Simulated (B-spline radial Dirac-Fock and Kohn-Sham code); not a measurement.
**Form factor and incoherent scattering function of Er¹⁷⁺**

System: the Er¹⁷⁺ ion in the configuration [Kr] 4d10 4f5.

Calculated with a radial finite-basis atomic code, using relativistic Hartree-Fock (Dirac-Fock) wave functions, averaged over the configuration. f₀ is the Fourier transform of the spherical electron density, S the Waller-Hartree incoherent function, and s = sin θ/λ.

| s (Å⁻¹) | f₀ | S |
| --- | --- | --- |
| 0 | 51.000 | 0.000 |
| 0.05 | 50.839 | 0.129 |
| 0.1 | 50.359 | 0.510 |
| 0.15 | 49.577 | 1.124 |
| 0.2 | 48.517 | 1.941 |
| 0.25 | 47.209 | 2.925 |
| 0.3 | 45.692 | 4.037 |
| 0.35 | 44.008 | 5.238 |
| 0.4 | 42.198 | 6.491 |
| 0.45 | 40.307 | 7.767 |
| 0.5 | 38.376 | 9.040 |
| 0.6 | 34.536 | 11.518 |
| 0.7 | 30.925 | 13.851 |
| 0.8 | 27.699 | 16.025 |
| 0.9 | 24.934 | 18.057 |
| 1 | 22.637 | 19.966 |
| 1.1 | 20.769 | 21.762 |
| 1.2 | 19.262 | 23.452 |
| 1.4 | 17.029 | 26.499 |
| 1.6 | 15.395 | 29.097 |
| 1.8 | 14.003 | 31.273 |
| 2 | 12.691 | 33.097 |
| 2.5 | 9.672 | 36.593 |
| 3 | 7.398 | 39.155 |
| 3.5 | 5.989 | 41.144 |
| 4 | 5.171 | 42.734 |
| 5 | 4.203 | 45.091 |
| 6 | 3.401 | 46.690 |

f₀ starts at the number of electrons, 51, and has fallen to half at s ≈ 0.88 Å⁻¹. The sum of ⟨r²⟩ over the electrons is 8.787 bohr².
